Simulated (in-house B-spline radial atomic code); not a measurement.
## Ionising Cu²⁺ with different functionals

Computed with a radial B-spline atomic code at the basis-set limit: non-relativistic Hamiltonian, point nucleus, spin-polarised at highest spin, spherical fractional occupations for the functionals, the average over the highest-spin determinants for Hartree-Fock. The ionisation energy is the difference of two self-consistent energies, [Ar] 3d9 → [Ar] 3d8, without Breit or QED terms; ε is the level of the shell that loses the electron (its least bound occupied spin orbital).

Hybrids are left out here: with spherical fractional occupations of an open shell their exact exchange keeps a self-interaction that integer-occupation calculations don't have.

```tsv
method	rung	ΔSCF (eV)	-ε(3d) (eV)
Hartree-Fock	Hartree-Fock	35.21	39.08
LDA VWN5	LDA	38.79	29.67
LDA PW92	LDA	38.78	29.67
LDA exchange-only	LDA	36.96	27.97
PBE	GGA	38.39	29.29
PBEsol	GGA	38.37	29.26
BLYP	GGA	38.40	29.32
RPBE	GGA	38.27	29.16
PW91	GGA	38.51	29.40
BP86	GGA	38.48	29.38
AM05	GGA	38.38	29.27
OLYP	GGA	38.42	29.28
TPSS	meta-GGA	38.19	29.09
SCAN	meta-GGA	38.25	29.23
r2SCAN	meta-GGA	38.27	29.23
M06-L	meta-GGA	37.88	28.82
revTPSS	meta-GGA	38.06	28.97
```

Task: How do they compare with the NIST value?

Result: NIST lists 36.84 eV ± 0.012 (measured, ground level to ground level). Errors run from -1.63 to +1.94 eV. The correlated functionals all miss on the same side by more than they spread, so the cause is common to them (relativity, Breit-QED terms, multiplet and fine-structure energies, or a listed next ion that isn't the cheapest removal here) and closeness doesn't rank the functionals. Hartree-Fock also lacks correlation.
